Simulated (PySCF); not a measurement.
**A small calculation by hand: dipole moment from atomic charges**

Ge(F)(OH)2(NH2) (FGeH4NO2), SMILES [NH2][Ge]([OH])([OH])[F]. Atoms are numbered in the order given.

```xyz
9

N     -1.7463     0.4510     0.0000
Ge    -0.0265    -0.0145     0.0000
O      0.3407    -0.8636    -1.4927
O      0.3407    -0.8636     1.4927
F      1.0793     1.3293     0.0000
H     -2.2711     0.2401    -0.8413
H     -2.2711     0.2401     0.8413
H      1.2243    -0.6593    -1.8194
H      1.2243    -0.6593     1.8194
```

Geometry: PBE0-D3(BJ)/def2-SVP. The values are those of a single conformer.

Charges (e) from PBE/def2-TZVP run with PySCF:

```
atom     IAO  ESP fit
----  ------  -------
N1    -0.813   -0.946
Ge2    1.516    1.078
O3    -0.746   -0.661
O4    -0.746   -0.661
F5    -0.519   -0.375
H6     0.286    0.390
H7     0.286    0.390
H8     0.369    0.393
H9     0.369    0.393
```

The dipole moment of the full density is 0.58 D.

Problem. What dipole moment does each set of point charges give, and which comes closer to that of the density?

Solution. 
μ = Σ q r, and 1 e Å = 4.8032 D.
IAO: Σ q r = (-0.084, -0.139, 0.000) e Å, |μ| = 0.78 D.
ESP fit: Σ q r = (-0.041, -0.130, 0.000) e Å, |μ| = 0.65 D.
ESP fit comes closer in size. Point charges leave out the atoms' own dipoles (lone pairs, polarised bonds); fits to the potential absorb them, partitions of the density don't.
